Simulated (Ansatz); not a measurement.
Stepwise reaction of trimethylindium with ammonia, as a gas-phase model of exchange steps in deposition or etching. ΔE in kJ/mol.

Computed with Ansatz on PBE0-D4/def2-TZVP structures; ΔE is electronic, products minus reactants. CCSD(T)/CBS is the MP2 limit (def2-TZVPP, def2-QZVPP) plus CCSD(T) − MP2 in def2-TZVPP, frozen cores. This one scheme is used for every species. DFT in def2-TZVPP. B3LYP here is the variant with VWN-RPA as its local correlation; programs differ in this. def2 core potentials past Kr. For In outer-core shells are correlated without core-valence functions, which leaves a few kJ/mol of doubt a bond. One conformer a species, not always the lowest.

```
step                                                       reaction  PBE-D4  B3LYP-D4  ωB97M-V  CCSD(T)/CBS
   1  `[CH3][In]([CH3])[CH3]` + NH₃ → `[CH3][In]([CH3])[NH2]` + CH₄   -46.8     -50.9    -47.0        -50.1
   3  `[CH3][In]([NH2])[NH2]` + NH₃ → `[NH2][In]([NH2])[NH2]` + CH₄   -20.8     -24.0    -21.3        -24.1
```

(1) Give the row of step 2, `[CH3][In]([CH3])[NH2]` + NH₃ → `[CH3][In]([NH2])[NH2]` + CH₄. (An estimate is asked.)

(2) By hand: ΔE of the 3 steps together at CCSD(T)/CBS.

Answers

(1) The calculation gave: 
```json
{"step": "2", "reaction": "`[CH3][In]([CH3])[NH2]` + NH₃ → `[CH3][In]([NH2])[NH2]` + CH₄", "PBE-D4": "-29.5", "B3LYP-D4": "-33.2", "ωB97M-V": "-30.2", "CCSD(T)/CBS": "-33.5"}
```

(2) (-50.1) + (-33.5) + (-24.1) = -107.7 kJ/mol, or -35.9 kJ/mol a step.

In ΔE each step is higher than the one before. All are downhill at CCSD(T)/CBS. PBE-D4 differs from CCSD(T)/CBS by 3.3 to 4.0 kJ/mol a step. Isolated molecules leave out the surface, adducts and barriers. Largest T1 diagnostic: 0.014.
